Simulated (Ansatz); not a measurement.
System: GeH5 (charge -1, singlet). 
Geometry from a B3LYP-D3(BJ)/def2-TZVP (Ansatz, a program for electronic structure) optimisation:
```xyz
6

Ge     0.0000     0.0000     0.0000
H      0.0133    -0.0229     1.7251
H     -0.0133     0.0229    -1.7251
H      1.5900     0.0211    -0.0120
H     -0.8131     1.3664     0.0244
H     -0.7769    -1.3875    -0.0124
```
Charge -1, spin multiplicity 1.

Total electronic energies in hartree. Correlated levels leave the core frozen unless marked. Spin-orbit coupling is left out. Frozen are the shells of the preceding noble gas and the d and f shells that filled before the atom's block. No relativistic terms. CBS(X,Y): correlation extrapolated as X^-3; Hartree-Fock from the larger set.

```
level                                        program  energy (Eh)
------------------------------------  --------------  -----------
HF/def2-SVP                                   Ansatz  -2077.90827
PBE0/def2-TZVP                                Ansatz  -2079.66555
HSE06-D4/def2-TZVPD                   Ansatz + dftd4  -2079.67079
MP2/def2-SVPD                                 Ansatz  -2078.06598
MP2/cc-pVQZ                                   Ansatz  -2078.41173
SCS-MP2/def2-SVP                              Ansatz  -2078.06527
CCSD(T)/6-31G*                                Ansatz  -2077.99975
CCSD(T)/def2-TZVPPD                           Ansatz  -2078.40131
CCSD(T)/CBS(def2-TZVPPD,def2-QZVPPD)          Ansatz   -2078.4581
```

Totals of different functionals don't rank their quality; only differences between species are comparable.
